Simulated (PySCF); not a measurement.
C₈H₅FOS, SMILES s1ccc(F)c1-c1occc1.

Coordinates come from a B3LYP-D3(BJ)/def2-SVP optimisation. The structure was generated by enumeration, and PubChem lists no compound with its InChIKey, so it may never have been made. The values are those of a single conformer.

Vertical ionisation energy (IE) and electron affinity (EA) in eV. Rows of orbital energies are one-electron estimates. Where ΔSCF, EOM or ADC give a negative EA the extra electron is unbound and the value depends on the basis.

| level | IE | EA |
|---|---|---|
| −ε(HOMO), −ε(LUMO), ωB97X/def2-SVP (PySCF) | 7.97 | -0.77 |
| −ε(HOMO), −ε(LUMO), PBE/def2-SVP (PySCF) | ___ | ___ |

Complete the blanks. (Estimate from the structure and the level; the computed values follow.)


- −ε(HOMO), −ε(LUMO), PBE/def2-SVP (PySCF), IE: 4.92
- −ε(HOMO), −ε(LUMO), PBE/def2-SVP (PySCF), EA: 1.88
